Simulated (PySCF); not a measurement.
H₅N₂O₂Ta, SMILES [NH]=[Ta]([NH2])([OH])[OH], multiplicity 1. Geometry: PBE0-D3(BJ)/def2-SVP. The spin state was assumed, not searched. The structure was generated by enumeration; whether it is a known compound was not checked. The def2 effective core potentials stand for the cores of Ta; spin–orbit coupling is left out. The values are those of a single conformer.

**Question.** Give the equilibrium geometry at PBE0-D3(BJ)/def2-SVP (PySCF confirms it by a frequency run) as Cartesian coordinates in Å, and its point group. (An estimate is asked for; the answer gives what the named calculation found.)

**Answer.** This is not unique; one that fits is point group Cs.
```xyz
10

Ta     0.0192     0.0169     0.0000
N     -0.1600     1.7792     0.0000
H     -0.1764     2.7907     0.0000
O      0.9445    -0.6075     1.5609
H      1.2524    -0.2141     2.3797
O      0.9445    -0.6075    -1.5609
H      1.2524    -0.2141    -2.3797
N     -1.8487    -0.6553     0.0000
H     -2.0850    -1.6452     0.0000
H     -2.6969    -0.0992     0.0000
```
